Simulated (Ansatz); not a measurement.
Coupled-cluster diagnostics for CrN(OH)3 (CrNO₃H₃), Ansatz.

Geometry of the singlet (B3LYP-D4/def2-SVP):

```xyz
8

Cr   -0.006    0.021    0.034
N     0.223   -0.773   -1.216
O    -0.702    1.552   -0.435
H    -0.862    1.731   -1.372
O     1.541    0.240    0.810
H     2.333   -0.137    0.401
O    -1.100   -0.889    1.044
H    -1.428   -1.745    0.734
```

Correlated methods freeze 9 core orbitals; core or outer-core shells of Cr are correlated, in sets that lack core-valence functions.

(1) Estimate the CCSD(T) correlation energy, the shares of MP2 and (T), T1 and the reference's ⟨S²⟩ for: charge 0, singlet, own geometry in def2-TZVP; and the rough time on 4 threads of Arm Neoverse V2 on a shared host.

## Answers

(1) 
```json
{"state": "charge 0, singlet, own geometry", "basis": "def2-TZVP", "correlation (eV)": "-44.958", "MP2 share (%)": "107.7", "(T) share (%)": "6.5", "T1": "0.029", "⟨S²⟩ (pure)": "0.00 (0.00)", "wall time": "94 s", "remarks": "flagged by the program, restricted SCF unstable"}
```
Customary marks for T1 are 0.02 (closed shells), 0.045 (open shells) and about 0.05 (3d metals). T1 exceeds 0.02 in 1 of 1 rows and 0.045 in 0; the higher it lies, the less the single-reference result can be trusted.
